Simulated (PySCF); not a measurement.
## The second ionisation energy along the 4d series

Calculated with PySCF 2.14 from differences of total energies of unrestricted determinants, without spin-orbit coupling. Values in eV. The last column holds reference values (NIST; (s) semi-empirical, (t) theoretical, else measured). Unmarked ones compare directly (S terms, centres of terms, or small fine structure); those marked * lie between the lowest fine-structure levels and include a spin-orbit shift.

```tsv
element	configurations	UHF	PBE0	r2SCAN	MP2 (valence)	CCSD (valence and next inner shell)	CCSD(T) (valence and next inner shell)	reference
Zr (x2c-TZVPPall, spin-free X2C)	[Kr] 4d2 5s1 → [Kr] 4d2	12.285	13.169	13.249	12.503	12.934	12.974	13.13 *
Nb (x2c-TZVPPall, spin-free X2C)	[Kr] 4d4 → [Kr] 4d3	13.068	14.387	n/a	13.608	13.957	14.007	14.32 (s) *
Mo (x2c-TZVPPall, spin-free X2C)	[Kr] 4d5 → [Kr] 4d4	15.083	16.336	16.368	15.744	15.956	16.006	16.16 ± 0.12 (s) *
Tc (x2c-TZVPPall, spin-free X2C)	[Kr] 4d5 5s1 → [Kr] 4d5	14.249	15.300	15.483	14.794	15.047	15.100	15.26 (s)
Ru (x2c-TZVPPall, spin-free X2C)	[Kr] 4d7 → [Kr] 4d6	14.918	16.771	16.757	16.319	16.276	16.361	16.76 ± 0.06 (s) *
Rh (x2c-TZVPPall, spin-free X2C)	[Kr] 4d8 → [Kr] 4d7	16.151	18.179	18.187	17.833	17.675	17.771	18.08 (s) *
Pd (x2c-TZVPPall, spin-free X2C)	[Kr] 4d9 → [Kr] 4d8	17.432	19.526	19.352	19.373	19.086	19.192	19.43 ± 0.12 (s) *
Cd (x2c-TZVPPall, spin-free X2C)	[Kr] 4d10 5s1 → [Kr] 4d10	15.568	16.994	17.095	16.677	16.580	16.650	16.908
```

Fill in the row of Ag (x2c-TZVPPall, spin-free X2C) ([Kr] 4d10 → [Kr] 4d9).

UHF 19.710; PBE0 21.631; r2SCAN 21.640; MP2 (valence) 21.735; CCSD (valence and next inner shell) 21.271; CCSD(T) (valence and next inner shell) 21.364; reference 21.484 * (eV).

"Valence" correlates the outer s and p shells and, in groups 3 to 12 and the f block, the outer d or f shell, open or full, or the next shell where the ion has no valence electron left; the wider scheme adds the next inner shell.
